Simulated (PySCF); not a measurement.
GaH, SMILES [GaH] (connectivity only; charge and spin as stated), neutral, multiplicity 1.

Geometry optimised at PBE-D3(BJ)/def2-TZVPD.

The numbers are results of PBE-D3(BJ)/def2-TZVPD (PySCF 2.14.0), not measurements.

Frequencies are harmonic and unscaled.

```csv
mode,ν (cm⁻¹),IR (km/mol),moving atoms (share of kinetic energy)
1,1529,788.2,H 99 %
```
